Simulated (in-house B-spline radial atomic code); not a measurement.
## Correlation energy from the adiabatic connection: −Z/r, Z = 0.757, wall at 2.15 bohr

Two electrons in a singlet, external potential −Z/r, Z = 0.757, wall at 2.15 bohr (atomic units). Full CI in B-splines (partial waves to l = 8, correlation up to 0.6 % small) with the density held fixed gives W(λ) = <V_ee>_λ − U, and E_c is the integral of W(λ) − W(0) from 0 to 1.

```csv
λ,W(λ) − W(0) (hartree)
0,0.00000
0.02,-0.00202
0.05,-0.00501
0.12,-0.01179
0.25,-0.02372
0.4,-0.03648
0.6,-0.05199
0.8,-0.06599
1,-0.07868
```

Q: Integrate the table by the trapezoid rule.

A: The strips give -0.00002, -0.00011, -0.00059, -0.00231, -0.00452, -0.00885, -0.01180, -0.01447, which sum to -0.04265 hartree. The direct value, W(1) − W(0) + T_c with T_c = 0.03593, is -0.04274; the curve is convex, so chords lie above it and the trapezoids fall short in size by 0.22 %.

Q: Now use only three numbers: W(0) = -0.88885, the initial slope W'(0) = -0.1016 (extrapolated from the first points) and the strong-coupling limit of the point-charge-plus-continuum model, W∞ = -0.96549. What do second-order theory and the interpolation W(λ) = W∞ + (W(0) − W∞)/√(1 + 2χλ) of Seidl, Perdew and Levy give?

A: Second order keeps the slope alone: E_c = W'(0)/2 = -0.05080, +19 % in size against -0.04274. Matching the slope fixes χ = W'(0)/(W∞ − W(0)) = -0.1016/(-0.07664) = 1.32568. Integrating, with s = √(1 + 2χ) = 1.910852, E_c = −(W(0) − W∞)(s − 1)/(s + 1) = −0.07664 × 0.910852/2.910852 = -0.02398 hartree, -43.9 % in size against the full result. At λ = 1 the formula gives W − W(0) = -0.03653 against -0.07868. Part of the miss can come from the model's W∞, which here lies above the computed W at λ = 10, -1.13913.
